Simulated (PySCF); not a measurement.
ZnI, SMILES [Zn+][I], charge +1. Atoms are numbered in the order given.

```xyz
2

Zn     0.0000     0.0000    -1.5299
I      0.0000     0.0000     0.8660
```
Charge +1, spin multiplicity 1.

Coordinates come from a PBE-D3(BJ)/def2-TZVP optimisation. The multiplicity is an assumed one; other spin states were not compared. The def2 effective core potentials stand for the cores of I; spin–orbit coupling is left out.

Method: PBE-D3(BJ)/def2-TZVP (PySCF).

Frequencies are harmonic and unscaled.

```
mode  ν (cm⁻¹)  IR (km/mol)  moving atoms (share of kinetic energy)
----  --------  -----------  --------------------------------------
1          261          5.6                         Zn 66 %, I 34 %
```
